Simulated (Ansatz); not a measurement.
Harmonic frequencies (cm⁻¹) at PBE0-D4/def2-TZVP from Ansatz: 139, 224, 240, 287, 360, 496, 527, 642, 668, 758, 763, 868, 1082, 1107, 1196, 1324, 1470, 1607, 1718, 1764, 3270, 3620, 3756, 3832.

Each molecule was computed in one conformer, which needn't be the lowest.

Q: Which molecule is it?
A. `NC1=NC=C1O`
B. `[AlH2][S][AlH][SiH3]`
C. `N=C=CC(=N)O`
D. `CS[S][SnH3]`

A: A.
